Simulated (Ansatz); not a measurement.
Reaction (cleavage of the Sn–Si bond): `[F][Sn]([F])([SiH3])[Cl]` + H–F → `[F][Sn]([F])([F])[Cl]` + SiH₄

Gas-phase electronic energies from Ansatz, PBE0-D4/def2-TZVP geometries. CCSD(T)/CBS adds triple-zeta CCSD(T) − MP2 to the extrapolated MP2 energy (def2 sets, frozen cores). This one scheme is used for every species. Functionals use def2-TZVPP. B3LYP here is the variant with VWN-RPA as its local correlation; programs differ in this. Elements past krypton have def2 core potentials. For Sn outer-core shells are correlated without core-valence functions, which leaves a few kJ/mol of doubt a bond.

Task: Is it downhill or uphill in electronic energy at CCSD(T)/CBS, and by how much? (Best estimate.)

Result: Computed: Uphill: ΔE = +0.18 eV.

Task: What do these levels give: LDA (SPW92), B3LYP-D4, r2SCAN0-D4, PBE, LC-ωPBE, MP2/def2-SVP, CCSD/def2-TZVPP, HF/def2-QZVPP, MP2/def2-QZVPP, HF/CBS(def2), MP2/CBS(def2), CCSD/CBS(def2)? (An estimate is asked.)

Result: Computed: LDA (SPW92) 0.36, B3LYP-D4 0.19, r2SCAN0-D4 0.20, PBE 0.23, LC-ωPBE 0.09, MP2/def2-SVP -0.05, CCSD/def2-TZVPP 0.13, HF/def2-QZVPP -0.12, MP2/def2-QZVPP 0.19, HF/CBS(def2) -0.12, MP2/CBS(def2) 0.22, CCSD/CBS(def2) 0.17 eV.

Largest T1 diagnostic among the species: 0.014.

At CCSD(T), def2-SVP lies −0.16 eV from the extrapolated value and def2-TZVPP −0.04 eV. From r2SCAN to r2SCAN0 (25 % exact exchange), in def2-TZVPP and without D4, ΔE moves by +0.07 eV. Leaving LDA and LC-ωPBE aside and taking each functional with its dispersion term where it has one, the values, not all of them listed here, spread over 0.31 eV, from B97M-V to HSE06-D4. LDA lies +0.13 eV from PBE without D4.
